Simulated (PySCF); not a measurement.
**Correlation energy of Cl (chlorine, neutral)**

[Ne] 3s2 3p5, 2P determinant. Computed with PySCF 2.14 in x2c-SVPall (4s3p1d, 18 functions), with scalar relativity by spin-free X2C-1e. Frozen: [Ne]; 7 electrons correlated.

MP2 pair energies summed by pair of shells (mhartree):

```csv
pair,energy,share (%)
3p-3p,-71.91,65.9
3s-3p,-30.05,27.5
3s-3s,-7.16,6.6
```

Total MP2 correlation energy: -109.11 mhartree.

Same-spin part -27.05 and opposite-spin part -82.07 mhartree; SCS-MP2 scales them by 1/3 and 6/5 to -107.49 mhartree.

```
  level  correlation energy (mhartree)
   CCSD                        -125.79
    (T)                          -1.02
CCSD(T)                        -126.81
```

Diagnostics: T1 = 0.0054, D1 = 0.0164, largest double amplitude 0.050.

Is a single reference adequate?

Yes: T1 lies below 0.03 and no double amplitude reaches 0.07.
